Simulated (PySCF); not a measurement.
C4H8BN. Atoms are numbered in the order given.

```xyz
14

C     -0.7682    -2.0580     0.0000
C     -0.0161    -0.7677     0.0000
C      1.3273    -0.5116     0.0000
C      1.3580     1.0170     0.0000
B     -0.2445     0.7866     0.0000
N     -1.3520     1.6422     0.0000
H     -1.4328    -2.1370    -0.8874
H     -0.0955    -2.9409     0.0000
H     -1.4328    -2.1370     0.8874
H      2.1821    -1.2212     0.0000
H      1.8218     1.4805    -0.8990
H      1.8218     1.4805     0.8990
H     -1.2676     2.6588     0.0000
H     -2.3165     1.3094     0.0000
```

Geometry optimised at PBE-D3(BJ)/def2-SVP. The structure was generated by enumeration, and PubChem lists no compound with its InChIKey, so it may never have been made. Other conformers were not sampled.

Method: PBE-D3(BJ)/def2-SVP in PySCF.

No scaling factor is applied to the harmonic values.

Computed vibrational spectrum:
| mode | ν (cm⁻¹) | IR (km/mol) | moving atoms (share of kinetic energy) |
|---|---|---|---|
| 1 | 67 | 2.7 | H 53 %, C 30 %, N 10 % |
| 2 | 151 | 2.4 | H 82 %, C 14 % |
| 3 | 202 | 2.8 | C 37 %, H 33 %, N 28 % |
| 4 | 250 | 9.9 | C 50 %, H 40 %, B 10 % |
| 5 | 374 | 0.2 | C 43 %, H 39 %, B 13 % |
| 6 | 482 | 105.2 | H 78 %, N 10 % |
| 7 | 499 | 47.0 | H 53 %, B 24 %, N 13 %, C 11 % |
| 8 | 571 | 2.9 | C 48 %, N 28 %, H 13 %, B 11 % |
| 9 | 606 | 3.1 | H 83 %, C 9 % |
| 10 | 669 | 0.2 | C 55 %, H 25 %, N 13 % |
| 11 | 756 | 2.3 | H 52 %, C 30 %, B 10 %, N 8 % |
| 12 | 810 | 16.6 | H 75 %, C 14 %, B 10 % |
| 13 | 877 | 0.3 | H 60 %, C 26 %, B 14 % |
| 14 | 911 | 0.7 | H 53 %, C 42 % |
| 15 | 956 | 11.5 | H 69 %, C 31 % |
| 16 | 1000 | 1.9 | H 62 %, C 38 % |
| 17 | 1046 | 32.8 | H 39 %, B 36 %, C 16 %, N 9 % |
| 18 | 1054 | 4.2 | H 78 %, C 21 % |
| 19 | 1107 | 13.7 | C 52 %, H 45 % |
| 20 | 1175 | 6.5 | C 53 %, H 39 % |
| 21 | 1252 | 7.1 | C 50 %, H 36 %, B 12 % |
| 22 | 1335 | 0.8 | H 74 %, C 25 % |
| 23 | 1374 | 9.0 | H 82 %, C 12 % |
| 24 | 1399 | 3.4 | H 83 %, B 8 % |
| 25 | 1399 | 6.7 | H 97 % |
| 26 | 1425 | 84.2 | H 57 %, B 31 %, C 11 % |
| 27 | 1554 | 195.9 | H 51 %, N 23 %, B 19 % |
| 28 | 1628 | 15.4 | C 88 % |
| 29 | 2950 | 35.6 | H 97 % |
| 30 | 2959 | 46.7 | H 95 % |
| 31 | 3004 | 23.2 | H 90 %, C 10 % |
| 32 | 3011 | 49.1 | H 91 %, C 9 % |
| 33 | 3022 | 12.1 | H 91 %, C 9 % |
| 34 | 3042 | 16.3 | H 91 %, C 9 % |
| 35 | 3509 | 24.4 | H 96 % |
| 36 | 3610 | 23.1 | H 91 %, N 9 % |
